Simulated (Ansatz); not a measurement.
A structure relaxed at PBE/def2-TZVP in Ansatz, charge 0, singlet:

```xyz
5

Be   -0.0985   -0.0030    1.8292
Be   -1.7676    0.0993    0.4715
Be    1.1531   -0.0598   -1.4218
Be   -0.9940    0.0648   -1.5380
Be    1.7070   -0.1013    0.6592
```

Q: Give its formula and point group.

A: the cluster Be₅. Point group D5h (tolerance 0.1 Å).

Q: Summarise the bond lengths by kind (pairs closer than 1.2 times the sum of covalent radii, bridged metal pairs left out).

A: 5 × Be–Be 2.15 Å.

The restricted singlet is unstable towards broken spin symmetry in Hartree–Fock (as tested in another run); at PBE/def2-TZVP this wasn't settled. Another isomer (singlet) lies 1.86 eV lower at PBE0/def2-TZVP; other spin states weren't run for this one.
